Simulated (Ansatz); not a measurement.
Geometry optimisation, RHF/def2-SVP in Ansatz.

Input file:

```yaml
crystal:
  periodic: [false, false, false]
  atoms:
    - { symbol: O, position_ang: [-0.65, 1.5735, 1.9835] }
    - { symbol: C, position_ang: [-0.0688, 0.707, 1.1697] }
    - { symbol: C, position_ang: [-0.661, 0.1297, 0.094] }
    - { symbol: Si, position_ang: [0.2685, -1.0806, -0.9897] }
    - { symbol: O, position_ang: [1.8066, -0.7531, -1.1933] }
    - { symbol: H, position_ang: [-1.6085, 1.757, 1.6487] }
    - { symbol: H, position_ang: [0.9745, 0.5341, 1.5228] }
    - { symbol: H, position_ang: [-1.6091, 0.3673, -0.1879] }
    - { symbol: H, position_ang: [-0.4408, -1.0208, -2.2768] }
    - { symbol: H, position_ang: [0.051, -2.4536, -0.4086] }
    - { symbol: H, position_ang: [2.3719, -0.99325, -0.44596] }
basis:
  gaussian: { orbitals: def2-SVP }
hamiltonian:
  xc: hf
relax:
  f_tol: 0.015
  max_steps: 40
```

Launched with:

```bash
$ ansatz run input.yaml --threads 1 --pin off --max-ram 2048MiB --backend cpu --events-out ev --progress --plain --runs-dir out
```

Task: Where does it end, and by what steps?

Result: It converged. The force dipped under the threshold on the way, but the program's further checks kept it going. After 26 steps the energy has fallen by 0.660 eV; O5 moved furthest, 0.65 Å.

```tsv
step	energy less start (eV)	largest force component (eV/Å)	accepted
0	0.0000	4.847	yes
1	-0.4957	1.630	yes
2	-0.5624	0.448	yes
3	-0.5950	0.214	yes
4	-0.6219	0.186	yes
5	-0.5982	1.241	no
6	-0.6341	0.240	yes
7	-0.6347	0.280	yes
8	-0.6398	0.150	yes
9	-0.6433	0.061	yes
10	-0.6437	0.081	yes
11	-0.6110	1.534	no
12	-0.6466	0.039	yes
13	-0.6490	0.080	yes
14	-0.6191	1.412	no
15	-0.6522	0.118	yes
16	-0.6516	0.455	no
17	-0.6540	0.103	yes
18	-0.6555	0.090	yes
19	-0.6568	0.086	yes
20	-0.6591	0.077	yes
21	-0.6565	0.394	no
22	-0.6594	0.082	yes
23	-0.6594	0.039	no
24	-0.6597	0.014	yes
25	-0.6598	0.099	yes
26	-0.6602	0.008	yes
```

```xyz
11
Properties=species:S:1:pos:R:3
O -0.698 1.742 1.898
C -0.111 0.876 1.073
C -0.711 0.068 0.201
Si 0.238 -1.089 -0.889
O 1.841 -0.841 -0.547
H -1.638 1.724 1.794
H 0.965 0.895 1.188
H -1.797 0.097 0.133
H -0.035 -0.834 -2.326
H -0.127 -2.508 -0.644
H 2.506 -1.363 -0.966
```

The run took 63 s on 1 thread of Arm Neoverse V2, with other jobs on the host, peak memory 0.2 GiB.
